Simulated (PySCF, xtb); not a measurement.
Si(H)(OH)2(PH2) (H5O2PSi), SMILES O[SiH](P)O.

GFN2-xTB (xtb) at its own geometry gives an orbital gap of 4.89 eV and a dipole moment of 2.31 D.

The structure is a stationary point at PBE0-D3(BJ)/def2-SVP. Other conformers were not sampled.

Q: What does PBE/def2-TZVP (PySCF) give? (Estimate from the structure and the level; the computed values follow.)

A: gap 5.71 eV (levels -6.35 and -0.64 eV), dipole 2.98 D.
